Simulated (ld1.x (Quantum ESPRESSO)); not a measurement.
**What one change does to a pseudopotential (Tc, TM semilocal)**

| Property | Result |
| --- | --- |
| Element | technetium |
| Generator | ld1.x (Quantum ESPRESSO) 7.5 |
| Type | norm-conserving Troullier–Martins (semilocal form) |
| Functional | PW91 |
| Relativity | scalar-relativistic |
| Frozen core | [Kr] |
| Valence charge | 7 |
| Reference configuration | 4d5 5s2 5p0 |
| Partial waves | 5s (bound): rc 2.45 bohr; 5p (bound, empty): rc 4.00 bohr; 4d (bound): rc 1.80 bohr |
| Local potential | the d channel |
| Core correction | Bessel-smoothed model core inside 1.70 bohr |

Change: all radii but the core radius scaled by about 1.07 (s 2.62, p 4.30, d 1.94 bohr).

Cutoffs: the cutoffs (Ry, on a coarse ladder) from which the occupation-weighted sum of valence levels, in a spherical-Bessel basis at the reference potential, stays within 10 and 1 mRy of its value at 400 Ry; they do not see the model core or the augmentation charge, which bear on the density cutoff. Errors are all-electron minus pseudo energies relative to the spin-unpolarised reference configuration.

How do hardness, ghosts and transferability respond?

The potential gets softer (45 Ry and 55 Ry → 40 Ry and 50 Ry); of the 7 tests that both files solve, the error grows in 1 and shrinks in 0 by more than 15 % and 0.3 meV (median size 45.5 → 46.2 meV); neither file shows a bound ghost. A larger radius leaves more room for a smooth pseudo-wave, so fewer plane waves are needed. A semilocal file is local in each channel, so a ghost entry of none says nothing of the separable form that plane-wave codes build from it.

```tsv
quantity	base	changed
cutoff, loose	45 Ry	40 Ry
cutoff, tight	55 Ry	50 Ry
loose cutoff by channel (10 mRy a level)	s 6 Ry, d 40 Ry	s 6 Ry, d 35 Ry
bound ghosts	none	none
error for 4d5 5s1 5p0, meV [ΔE 8.22 eV]	-8.0	-8.2
error for 4d5 5s0 5p0, meV [ΔE 23.13 eV]	-46	-46
error for 4d4 5s0 5p0, meV [ΔE 51.91 eV]	-118	-115
error for 4d5 5s1.5 5p0, meV [ΔE 3.31 eV]	-1.9	-1.9
error for 4d5 5s0 5p2, meV [ΔE 7.77 eV]	+1.5	+10
error for 4d6 5s1 5p0, meV [ΔE -0.93 eV]	-77	-80
error for 4d3 5s0 5p0, meV [ΔE 94.02 eV]	-615	-602
```
